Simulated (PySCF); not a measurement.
Relaxation of triplet IWN

All numbers come from UPBE0 in PySCF with W def2-SVP with ECP60, N def2-SVP, I def2-SVP with ECP28; scalar-relativistic core potentials, no spin–orbit coupling; density-fitted integrals. A (50,194) grid was used.

A start displaced from a saddle point along its imaginary mode, of Cs symmetry, held to at least that symmetry:

Coordinates in bohr (charge 0 multiplicity 3):
```
W    -0.0037   -0.0574   -1.9043
N     0.0305    0.4714   -5.0357
I     0.0020    0.0312    3.3161
```

(1) What does it relax to?

(2) How much energy is released, and in how many steps?

Answers

(1) It ends at Cs with W–I 2.634 Å, W–N 1.653 Å; I–W–N 107.4° (after a last refinement on a finer grid). A frequency run shows a minimum. Other isomers or separated fragments may lie lower.

(2) 77.6 kJ/mol in 13 steps.

Open d and f shells are described by one determinant, and the ground state may have another occupation or spin. No spin–orbit coupling is included, which matters more the heavier the element.

The relaxation took of the order of 2.8 core-minutes on a shared host.
